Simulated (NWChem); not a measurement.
C₂HBClF; SMILES C#CB(F)Cl

```xyz
6

B      0.3877     0.0445     0.0000
C     -0.1572    -1.3670     0.0000
C     -0.6034    -2.4950     0.0000
H     -0.9947    -3.4887     0.0000
Cl    -0.6925     1.4397     0.0000
F      1.6908     0.2717     0.0000
```
Atoms are numbered in this order, from 1.

Computed with NWChem. Coordinates come from a B3LYP/6-31G* (spherical d) optimisation. Vzz is the largest principal value of the second derivative of the potential at the nucleus (NWChem prints the opposite sign); η is the asymmetry. Non-relativistic.

### Question
Estimate the computed values for B3LYP/def2-TZVP. Quantities: Vzz B1 (a.u.); η B1; Vzz Cl5 (a.u.); η Cl5.

### Answer
The vzz B1 (a.u.) comes out as 0.341 and the η B1 comes out as 0.47. The vzz Cl5 (a.u.) is 2.150 and the η Cl5 comes out as 0.59.
